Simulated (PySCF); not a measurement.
SMILES [SiH3][N]([GeH3])C (CH₉GeNSi) (PBE0/def2-SVP optimised geometry):

```
13

Si     0.891    -1.398     0.000
N      0.310     0.241     0.000
C      0.826     1.159     1.003
Ge    -1.146     0.824    -0.973
H      2.390    -1.398     0.000
H      0.462    -2.195     1.199
H      0.374    -2.079    -1.224
H      1.861     0.895     1.282
H      0.860     2.195     0.621
H      0.230     1.172     1.936
H     -2.390     0.990    -0.069
H     -0.787     2.202    -1.568
H     -1.424    -0.210    -2.074
```

Calculation: PBE0/def2-TZVP (PySCF).

Question: What are the frontier orbital energies and the dipole moment?

Answer: HOMO-2 -9.41 eV, HOMO-1 -9.24 eV, HOMO -6.80 eV, LUMO 0.12 eV, LUMO+1 1.00 eV; dipole moment 0.84 D.

On the same geometry PBE/def2-TZVP (PySCF) gives HOMO-2 -8.07 eV, HOMO-1 -7.93 eV, HOMO -5.51 eV, LUMO -0.73 eV, LUMO+1 0.10 eV; dipole moment 0.84 D.

Meta-Löwdin charges at PBE0/def2-TZVP: Si1 0.59, N2 -0.62, C3 -0.23, Ge4 0.48, H5 -0.11, H6 -0.12, H7 -0.10, H8 0.11, H9 0.11, H10 0.10, H11 -0.08, H12 -0.07, H13 -0.06.
